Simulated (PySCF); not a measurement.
Geometries of 3 isomers of C4H8O2Si, from PBE0-D3(BJ)/def2-SVP geometry optimisation, gas phase (PySCF 2.14.0). One conformer each, no zero-point energy, no frequencies.

Question: Which is lowest in electronic energy at this level?
A.
```xyz
15
angstrom
C      2.341   -1.270    1.480
C      1.710   -0.115    1.273
O      0.608   -0.011    0.496
Si    -0.279    1.361    0.115
C     -1.669    0.815   -1.095
C     -1.804   -0.609   -1.543
O     -2.412    1.702   -1.458
H      1.985   -2.195    1.021
H      3.226   -1.299    2.116
H      2.065    0.818    1.733
H     -0.898    1.953    1.336
H      0.581    2.380   -0.555
H     -1.936   -1.264   -0.666
H     -0.870   -0.937   -2.028
H     -2.653   -0.714   -2.233
```
B.
```xyz
15
angstrom
C     -2.520    0.298    0.004
C     -2.392   -0.913   -0.551
Si    -0.753   -1.717   -0.897
O      0.383   -0.545   -0.358
C      1.687   -0.836   -0.456
C      2.566    0.271    0.041
O      2.072   -1.886   -0.903
H     -1.643    0.890    0.286
H     -3.500    0.747    0.198
H     -3.305   -1.465   -0.815
H     -0.561   -1.973   -2.351
H     -0.587   -2.978   -0.123
H      2.320    0.497    1.089
H      2.372    1.184   -0.541
H      3.619   -0.018   -0.049
```
C.
```xyz
15
angstrom
O      0.830    1.591   -1.333
C      1.163    0.812   -0.502
O      2.380    0.676    0.086
C      1.891   -0.347    0.984
C      0.513   -0.306    0.306
C     -0.732    0.030    1.105
Si    -2.262    0.454    0.063
H      2.471   -1.275    0.886
H      1.908    0.008    2.026
H      0.345   -1.183   -0.341
H     -1.004   -0.828    1.742
H     -0.535    0.876    1.787
H     -2.480   -0.624   -0.951
H     -3.445    0.502    0.975
H     -2.121    1.766   -0.628
```

Answer: B. That is `C=C[SiH2]OC(C)=O`, 27.2 kcal/mol below the next.

| SMILES | atoms numbered as above | E (Eh) | relative (kcal/mol) | relative (kJ/mol) | dipole (D) |
| --- | --- | --- | --- | --- | --- |
| C=C[SiH2]OC(C)=O | [CH2:1]=[CH:2][SiH2:3][O:4][C:5]([CH3:6])=[O:7] | -596.43179 | 0.0 | 0.0 | 2.36 |
| O=C1OC[C@H]1C[SiH3] | [O:1]=[C:2]1[O:3][CH2:4][C@H:5]1[CH2:6][SiH3:7] | -596.38851 | 27.2 | 113.6 | 4.10 |
| C=CO[SiH2]C(C)=O | [CH2:1]=[CH:2][O:3][SiH2:4][C:5]([CH3:6])=[O:7] | -596.38746 | 27.8 | 116.4 | 1.80 |

As drawn, the lowest has a C(=O)–O unit, which the highest lacks.
